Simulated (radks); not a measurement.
Results of a calculation; reference values are marked as such.
All-electron atom: Dy3+ in [Xe] 4f9 (the NIST ground configuration). Level of theory: scalar-relativistic Kohn-Sham, BLYP, spin-polarised, spherical densities, finite nucleus; open shells are filled with parallel spins first (spin-orbit coupling, left out, can overturn this in heavy ions); Fermi nuclear charge, rms radius 5.2218 fm (a radial shooting solver on a logarithmic mesh with Libxc functionals).

Normalised radial functions P(r) = r R(r), r in bohr:

| r | 5s up | 4f up |
|---|---|---|
| 0.00351 | 0.1177 | 0.0000 |
| 0.004644 | 0.1374 | 0.0000 |
| 0.006096 | 0.1545 | 0.0000 |
| 0.008066 | 0.1662 | 0.0000 |
| 0.01067 | 0.1656 | 0.0000 |
| 0.01412 | 0.1446 | 0.0001 |
| 0.01853 | 0.0969 | 0.0004 |
| 0.02452 | 0.0150 | 0.0010 |
| 0.03245 | -0.0943 | 0.0027 |
| 0.04293 | -0.2049 | 0.0070 |
| 0.05635 | -0.2650 | 0.0169 |
| 0.07456 | -0.2164 | 0.0399 |
| 0.09865 | -0.0254 | 0.0883 |
| 0.1305 | 0.2392 | 0.1805 |
| 0.1713 | 0.3853 | 0.3303 |
| 0.2267 | 0.2267 | 0.5515 |
| 0.2999 | -0.2122 | 0.8107 |
| 0.3937 | -0.5500 | 1.0285 |
| 0.5209 | -0.3936 | 1.1281 |
| 0.6893 | 0.2490 | 1.0587 |
| 0.912 | 0.8775 | 0.8594 |
| 1.197 | 1.0479 | 0.6148 |
| 1.584 | 0.7739 | 0.3778 |
| 2.096 | 0.3733 | 0.1964 |
| 2.773 | 0.1139 | 0.0828 |
| 3.64 | 0.0212 | 0.0271 |
| 4.816 | 0.0018 | 0.0056 |

5s up: eigenvalue -79.012 eV, 4 radial nodes at r = 0.0256, 0.101, 0.265, 0.626 bohr, <r> = 1.27 bohr, 90 % of the charge inside 1.82 bohr. 4f up: eigenvalue -36.091 eV, 0 radial nodes, <r> = 0.797 bohr, 90 % of the charge inside 1.36 bohr.
